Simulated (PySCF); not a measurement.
**Polarisability and C₆ of Zr(2+) (zirconium, charge +2)**

[Kr] 4d2, high-spin 3F determinant. All numbers are calculated (PySCF 2.14, a scalar-relativistic core potential, in aug-cc-pwCVTZ-PP with ECP28MDF). Coupled (time-dependent) response in atomic units; α is the mean over directions.

| method | mean α (bohr³) | C₆ (like pair) | S(−4) |
| --- | --- | --- | --- |
| HSE06 | 12.24 | 60.37 | 102.9 |

S(−4) is the Cauchy moment in α(ω) = α(0) + S(−4) ω² + …

Spin-orbit coupling is absent.

α(iu) at HSE06:

| u (hartree) | α(iu) (bohr³) |
| --- | --- |
| 0 | 12.24 |
| 0.0500 | 11.99 |
| 0.100 | 11.35 |
| 0.200 | 9.679 |
| 0.300 | 8.209 |
| 0.500 | 6.191 |
| 0.750 | 4.630 |
| 1.00 | 3.594 |
| 1.50 | 2.311 |
| 2.00 | 1.581 |
| 3.00 | 0.8483 |
| 5.00 | 0.3477 |

A single London oscillator, α(iu) = α/(1 + u²/ω²), gives C₆ = (3/4) ω α². Matching the computed C₆ needs ω = 4 × 60.37 / (3 × 12.24²) = 0.537 hartree.

For an ion, C₆ is the dispersion term alone; charge-induced terms of lower order in 1/R come first.

Energies and moments cover only the electrons outside the core potential.
